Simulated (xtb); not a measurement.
Sn(F)2(Cl)(OMe) (CH₃ClF₂OSn), SMILES [F][Sn]([O]C)([Cl])[F]. All values are semi-empirical tight-binding results from xtb (GFN2-xTB unless named), good for trends rather than for accurate numbers. Geometry: GFN2-xTB. The structure was generated by enumeration; whether it is a known compound was not checked. One conformer was computed; it need not be the lowest.

Optimised geometry:

Bonds (Å): C1–O2 1.401, C1–H7 1.093, C1–H8 1.093, C1–H9 1.094, O2–Sn3 2.003, Sn3–F4 1.991, Sn3–F5 1.991, Sn3–Cl6 2.271. Bond angles (°): O2–C1–H7 112.5, O2–C1–H8 112.5, O2–C1–H9 103.8, H7–C1–H8 110.1, H7–C1–H9 108.8, H8–C1–H9 108.8, C1–O2–Sn3 122.6, O2–Sn3–F4 106.2, O2–Sn3–F5 107.1, O2–Sn3–Cl6 117.1, F4–Sn3–F5 102.4, F4–Sn3–Cl6 111.7, F5–Sn3–Cl6 111.2.

For metal compounds this method's bond lengths and energies can be far off.

```json
{
 "orbital_gap": "2.41 eV",
 "zero_point_energy": "26.6 kcal/mol",
 "G − E(el) at 298.15 K (modified RRHO)": "2.9 kcal/mol"
}
```

Task: Give the atomic charges and the Wiberg bond orders between heavy atoms. (An estimate is asked for; the answer gives what the named calculation found.)

Result: charges (e) C1 0.04, O2 -0.32, Sn3 0.60, F4 -0.27, F5 -0.27, Cl6 0.00, H7 0.07, H8 0.07, H9 0.10. Bond orders C1–O2 1.02, O2–Sn3 0.68, Sn3–F4 0.76, Sn3–F5 0.76, Sn3–Cl6 0.88.
